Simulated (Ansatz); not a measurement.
Reaction (isomerisation): `[SiH3][SiH2][SiH2][GeH2][SiH2][GeH3]` → `[SiH3][SiH2][GeH2][GeH2][SiH2][SiH3]`

Gas-phase electronic energies from Ansatz, PBE0-D4/def2-TZVP geometries. CCSD(T)/CBS adds triple-zeta CCSD(T) − MP2 to the extrapolated MP2 energy (def2 sets, frozen cores). Functionals use def2-TZVPP. B3LYP here is the variant with VWN-RPA as its local correlation; programs differ in this. For Ge outer-core shells are correlated without core-valence functions, which leaves a few kJ/mol of doubt a bond. Scalar relativity is left out up to krypton. One conformer a species, not always the lowest.

```csv
level,ΔE (kJ/mol)
B3LYP,-15.2
CAM-B3LYP,-14.3
RPA@PBE/def2-TZVPP,-15.1
MP2/def2-QZVPP,-17.2
```

Task: What does CCSD(T)/CBS give? (Estimate.)

Result: Ansatz gave: -14.7 kJ/mol. The listed levels differ from it by -0.5, 0.4, -0.4, -2.5 kJ/mol.

Largest T1 diagnostic among the species: 0.013.

Leaving LDA and LC-ωPBE aside and taking each functional with its dispersion term where it has one, the values, not all of them listed here, spread over 11.2 kJ/mol, from BHLYP-D4 to B97M-V.
